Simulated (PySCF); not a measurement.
PySCF input file for C₃H₈Si₂, SMILES C1[SiH2][SiH2]C1=C, TDA-PBE/def2-SVPD. Geometry: B3LYP-D3(BJ)/def2-SVP. The structure was generated by enumeration, and PubChem lists no compound with its InChIKey, so it may never have been made.

```python
import numpy as np
from pyscf import gto, scf, dft, tdscf

mol = gto.M(
    atom='''
    C    -1.54147064    1.72048354    0.42708927
    C    -0.67720226    0.83550456   -0.08551148
    C     0.81209026    1.07642220   -0.33177520
    Si    1.43349489   -0.65524011    0.25457558
    Si   -0.82149985   -1.05652181   -0.27241378
    H    -2.57836995    1.45036492    0.65039119
    H    -1.24468145    2.75294951    0.65090698
    H     1.21706827    1.98084937    0.15040946
    H     1.01622662    1.15138513   -1.41645480
    H     1.72533834   -0.67743746    1.71747189
    H     2.58271234   -1.24343681   -0.49440593
    H    -1.79760729   -1.75071999    0.61628968
    H    -1.04912175   -1.49374974   -1.68368944
    ''',
    basis='def2-SVPD',
    charge=0,
    spin=0,
    max_memory=1600,
    verbose=4,
)
mf = dft.RKS(mol, xc='pbe').density_fit(auxbasis='def2-universal-jkfit')
mf.grids.level = 3
mf.conv_tol = 1e-9
mf.max_cycle = 100
mf.kernel()
mf.grids = dft.Grids(mol).set(level=1).build(with_non0tab=True)  # coarser grid for the response kernel
td = tdscf.TDA(mf)
td.singlet = True
td.nstates = 10
td.conv_tol = 1e-4
td.positive_eig_threshold = 1e-6
td.kernel(x0=td.get_init_guess(mf, 15))
td.analyze()
tt = tdscf.TDA(mf)
tt.singlet = False
tt.nstates = 4
tt.conv_tol = 1e-4
tt.positive_eig_threshold = 1e-6
tt.kernel(x0=tt.get_init_guess(mf, 9))
tt.analyze(verbose=3)
```

Log of the run:

```
PySCF version 2.14.0

[INPUT] verbose = 4
[INPUT] num. atoms = 13
[INPUT] num. electrons = 54
[INPUT] charge = 0
[INPUT] spin (= nelec alpha-beta = 2S) = 0
[INPUT] symmetry False subgroup None
[INPUT] Mole.unit = angstrom
[INPUT] Symbol           X                Y                Z      unit          X                Y                Z       unit  Magmom
[INPUT]  1 C     -1.541470640000   1.720483540000   0.427089270000 AA   -2.912957338658   3.251242692422   0.807081751040 Bohr   0.0
[INPUT]  2 C     -0.677202260000   0.835504560000  -0.085511480000 AA   -1.279726802337   1.578874794225  -0.161593277706 Bohr   0.0
[INPUT]  3 C      0.812090260000   1.076422200000  -0.331775200000 AA    1.534628179827   2.034143152402  -0.626964262923 Bohr   0.0
[INPUT]  4 Si     1.433494890000  -0.655240110000   0.254575580000 AA    2.708912743064  -1.238224353730   0.481078124202 Bohr   0.0
[INPUT]  5 Si    -0.821499850000  -1.056521810000  -0.272413780000 AA   -1.552409727871  -1.996536865530  -0.514787436758 Bohr   0.0
[INPUT]  6 H     -2.578369950000   1.450364920000   0.650391190000 AA   -4.872413053309   2.740792479477   1.229061222930 Bohr   0.0
[INPUT]  7 H     -1.244681450000   2.752949510000   0.650906980000 AA   -2.352107052827   5.202320608656   1.230035924768 Bohr   0.0
[INPUT]  8 H      1.217068270000   1.980849370000   0.150409460000 AA    2.299925705198   3.743262803317   0.284232685944 Bohr   0.0
[INPUT]  9 H      1.016226620000   1.151385130000  -1.416454800000 AA    1.920389992292   2.175802559597  -2.676711639826 Bohr   0.0
[INPUT] 10 H      1.725338340000  -0.677437460000   1.717471890000 AA    3.260416934812  -1.280171265921   3.245551498739 Bohr   0.0
[INPUT] 11 H      2.582712340000  -1.243436810000  -0.494405930000 AA    4.880618981135  -2.349755024103  -0.934291802061 Bohr   0.0
[INPUT] 12 H     -1.797607290000  -1.750719990000   0.616289680000 AA   -3.396985457622  -3.308381301901   1.164618708596 Bohr   0.0
[INPUT] 13 H     -1.049121750000  -1.493749740000  -1.683689440000 AA   -1.982552778824  -2.822777907240  -3.181711920422 Bohr   0.0

nuclear repulsion = 268.098054249527
number of shells = 76
number of NR pGTOs = 254
number of NR cGTOs = 172
basis = def2-SVPD
ecp = {}


[settings echo left out]
init E= -697.445528490885
  HOMO = -0.283478223875459  LUMO = -0.119981411917292  gap/eV = 4.44897
cycle= 1 E= -697.274625908396  delta_E= 0.171  |g|= 0.469  |ddm|= 5.02
  HOMO = -0.138507242529692  LUMO = -0.0230412493270302  gap/eV = 3.14199
cycle= 2 E= -697.109716965013  delta_E= 0.165  |g|= 0.864  |ddm|= 2.06
  HOMO = -0.229671675392713  LUMO = -0.0615168516947255  gap/eV = 4.57573
cycle= 3 E= -697.337212903593  delta_E= -0.227  |g|= 0.109  |ddm|= 1.47
  HOMO = -0.230151706287583  LUMO = -0.0597031082983257  gap/eV = 4.63814
cycle= 4 E= -697.338903814713  delta_E= -0.00169  |g|= 0.0851  |ddm|= 0.277
  HOMO = -0.22882523328659  LUMO = -0.0593393161743321  gap/eV = 4.61195
cycle= 5 E= -697.34083864926  delta_E= -0.00193  |g|= 0.0176  |ddm|= 0.144
  HOMO = -0.229642359418268  LUMO = -0.0598713817075534  gap/eV = 4.61970
cycle= 6 E= -697.340953379777  delta_E= -0.000115  |g|= 0.0044  |ddm|= 0.0412
  HOMO = -0.229463266848828  LUMO = -0.0597496021592976  gap/eV = 4.61814
cycle= 7 E= -697.340958472793  delta_E= -5.09e-06  |g|= 0.00128  |ddm|= 0.01
  HOMO = -0.229501737758301  LUMO = -0.0597676169326418  gap/eV = 4.61870
cycle= 8 E= -697.340958953208  delta_E= -4.8e-07  |g|= 0.000213  |ddm|= 0.00299
  HOMO = -0.229481632172076  LUMO = -0.059746949771815  gap/eV = 4.61872
cycle= 9 E= -697.340958969045  delta_E= -1.58e-08  |g|= 6.26e-05  |ddm|= 0.000684
  HOMO = -0.229488745857711  LUMO = -0.0597546636508395  gap/eV = 4.61870
cycle= 10 E= -697.340958970534  delta_E= -1.49e-09  |g|= 9.39e-06  |ddm|= 0.00018
  HOMO = -0.229489635008897  LUMO = -0.0597552692488068  gap/eV = 4.61871
cycle= 11 E= -697.340958970562  delta_E= -2.76e-11  |g|= 4.97e-06  |ddm|= 3.68e-05
  HOMO = -0.229488513565843  LUMO = -0.0597543883124385  gap/eV = 4.61870
Extra cycle  E= -697.34095897055  delta_E= 1.24e-11  |g|= 7.76e-06  |ddm|= 2.46e-05
converged SCF energy = -697.34095897055
tot grids = 48144
Overwritten attributes  positive_eig_threshold  of <class 'pyscf.tdscf.rks.TDA'>


******** <class 'pyscf.tdscf.rks.TDA'> for <class 'pyscf.df.df_jk.DFRKS'> ********
nstates = 10 singlet
deg_eia_thresh = 1.000e-03
wfnsym = None
conv_tol = 0.0001
eigh lindep = 1e-12
eigh level_shift = 0
eigh max_cycle = 100


Excitation energies (eV)
[5.03845722 5.45668295 5.63413488 5.76089762 5.87704691 6.1453006
 6.24679689 6.32278615 6.41262329 6.49224755]

** Singlet excitation energies and oscillator strengths **
Excited State   1:      5.03846 eV    246.08 nm  f=0.0133
      26 -> 28       -0.66106
      27 -> 28        0.22621
Excited State   2:      5.45668 eV    227.22 nm  f=0.0026
      26 -> 29        0.18976
      27 -> 29        0.67359
Excited State   3:      5.63413 eV    220.06 nm  f=0.0961
      25 -> 28       -0.40186
      26 -> 28        0.15291
      27 -> 28        0.46946
      27 -> 31       -0.15669
      27 -> 32        0.15887
Excited State   4:      5.76090 eV    215.22 nm  f=0.0136
      25 -> 28        0.40597
      27 -> 28        0.17805
      27 -> 30        0.52166
Excited State   5:      5.87705 eV    210.96 nm  f=0.0361
      25 -> 28        0.37900
      27 -> 28        0.23313
      27 -> 30       -0.46083
      27 -> 31       -0.11231
      27 -> 32        0.16977
Excited State   6:      6.14530 eV    201.75 nm  f=0.0604
      24 -> 28       -0.12666
      25 -> 29       -0.26327
      26 -> 29        0.40072
      26 -> 30        0.46038
      27 -> 29       -0.11157
Excited State   7:      6.24680 eV    198.48 nm  f=0.0094
      24 -> 28        0.19273
      25 -> 29       -0.11955
      26 -> 29       -0.18118
      26 -> 30        0.21383
      27 -> 31       -0.57794
      27 -> 32       -0.11192
Excited State   8:      6.32279 eV    196.09 nm  f=0.0900
      24 -> 28       -0.25460
      26 -> 29        0.33786
      26 -> 30       -0.33997
      26 -> 31        0.13120
      27 -> 31       -0.30357
      27 -> 32       -0.23200
Excited State   9:      6.41262 eV    193.34 nm  f=0.0095
      25 -> 29       -0.62393
      26 -> 30       -0.21425
      26 -> 31        0.11108
      26 -> 32        0.12043
Excited State  10:      6.49225 eV    190.97 nm  f=0.0474
      23 -> 28        0.19112
      24 -> 28       -0.46102
      26 -> 29       -0.21211
      26 -> 31       -0.29406
      27 -> 32       -0.29221

** Transition electric dipole moments (AU) **
state          X           Y           Z        Dip. S.      Osc.
  1        -0.1721      0.2016      0.1939      0.1079      0.0133
  2        -0.1338     -0.0392      0.0018      0.0195      0.0026
  3        -0.4450      0.6591      0.2531      0.6964      0.0961
  4        -0.1464      0.2034      0.1823      0.0960      0.0136
  5        -0.3523      0.3200      0.1567      0.2511      0.0361
  6         0.4620      0.4187      0.1104      0.4009      0.0604
  7        -0.0564     -0.1566     -0.1835      0.0614      0.0094
  8         0.7141     -0.1575      0.2153      0.5812      0.0900
  9        -0.1677     -0.1783      0.0267      0.0606      0.0095
 10        -0.5114     -0.1031     -0.1603      0.2978      0.0474

** Transition velocity dipole moments (imaginary part, AU) **
state          X           Y           Z        Dip. S.      Osc.
  1        -0.0003     -0.0006      0.0041      0.0000      0.0001
  2        -0.0138     -0.0079      0.0112      0.0004      0.0013
  3        -0.0105      0.0301      0.0064      0.0011      0.0034
  4        -0.0044      0.0135     -0.0147      0.0004      0.0013
  5        -0.0218      0.0261     -0.0251      0.0018      0.0055
  6         0.0498      0.0487      0.0179      0.0052      0.0152
  7        -0.0164     -0.0009     -0.0185      0.0006      0.0018
  8         0.0899     -0.0147      0.0243      0.0089      0.0255
  9        -0.0167     -0.0175     -0.0028      0.0006      0.0017
 10        -0.0618     -0.0170     -0.0034      0.0041      0.0115

** Transition magnetic dipole moments (imaginary part, AU) **
state          X           Y           Z
  1         0.0607      0.1657      0.3837
  2        -0.3547     -0.1960      0.5541
  3        -0.3135      0.0499      0.0405
  4         0.3002     -0.4579     -0.5096
  5         0.5252      0.1119      0.3688
  6         0.1045     -0.1714     -1.5053
  7        -0.2324      0.1205      0.7331
  8         0.0734     -0.2458     -0.6776
  9         0.3604     -0.1081     -0.2833
 10        -0.6135     -0.6026      0.2928


******** <class 'pyscf.tdscf.rks.TDA'> for <class 'pyscf.df.df_jk.DFRKS'> ********
nstates = 4 triplet
deg_eia_thresh = 1.000e-03
wfnsym = None
conv_tol = 0.0001
eigh lindep = 1e-12
eigh level_shift = 0
eigh max_cycle = 100


Excitation energies (eV)
[3.904369   4.6681756  5.14880482 5.23788111]

** Triplet excitation energies and oscillator strengths **
Excited State   1:      3.90437 eV    317.55 nm  f=0.0000
Excited State   2:      4.66818 eV    265.59 nm  f=0.0000
Excited State   3:      5.14880 eV    240.80 nm  f=0.0000
Excited State   4:      5.23788 eV    236.71 nm  f=0.0000
```

The run converged.
